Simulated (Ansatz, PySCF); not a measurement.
Process, species as SMILES: [SiH3]O[SiH](Cl)Cl → [SiH3]O[SiH]Cl + Cl atom (the Cl-Si bond at the site shown breaks; other sites are not compared here)
Structures are relaxed separately at B3LYP-D3(BJ)/def2-TZVP in Ansatz (a quantum-chemistry and plane-wave program), one conformer each, not searched for the lowest. Frequencies are from Ansatz or PySCF.

Property: bond dissociation energy (enthalpy at 298 K, with B3LYP-D3(BJ) rigid-rotor harmonic-oscillator terms), in kcal/mol. Correlated levels leave the core frozen unless marked. UHF or UKS for open shells. No spin-orbit coupling. Non-relativistic. Basis-set limits of correlation are two-point, X^-3; Hartree-Fock from the larger set.

Level to compare with: CCSD(T)/CBS(aug-cc-pV(T+d)Z,aug-cc-pV(Q+d)Z) (Ansatz), 116.7 kcal/mol. It is a level with limits of its own, and the differences hold the functionals' basis error too.

Rank these functionals by how close they come to CCSD(T)/CBS(aug-cc-pV(T+d)Z,aug-cc-pV(Q+d)Z), closest first: PBE0/def2-TZVPD (Ansatz); B3LYP/def2-TZVPD (Ansatz); SVWN5/def2-TZVPD (Ansatz); CAM-B3LYP/def2-TZVPD (Ansatz).

PBE0/def2-TZVPD (global hybrid, 110.7 kcal/mol, difference -6.0), CAM-B3LYP/def2-TZVPD (range-separated hybrid, 109.0 kcal/mol, difference -7.7), SVWN5/def2-TZVPD (LDA, 125.5 kcal/mol, difference 8.8), B3LYP/def2-TZVPD (global hybrid, 106.5 kcal/mol, difference -10.2)
